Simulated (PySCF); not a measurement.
# Excitation energy of Ga by level of theory

Ga [Ar] 3d10 4s2 4p1 (2P) → Ga [Ar] 3d10 4s2 4d1 (2D), as a difference of total energies. Calculation: PySCF 2.14, in aug-cc-pVTZ-DK; scalar relativity by spin-free X2C-1e. Correlated levels: valence: [Ar] 3d10 frozen. The calculations carry no spin-orbit coupling.

Order these methods by the excitation energy they give, lowest first.
A. UHF
B. CAM-B3LYP
C. LDA
D. MP2 (valence)

C (35741 cm⁻¹), A (36569 cm⁻¹), D (36824 cm⁻¹), B (37365 cm⁻¹).

Errors of the correlated levels include the incompleteness of this basis and the frozen core.

The promoted electron is Rydberg-like, and one or two diffuse shells describe it only roughly, which tends to raise the upper state.

For comparison: 34235 cm⁻¹ (measured; NIST levels, between the centres of gravity of the two terms).
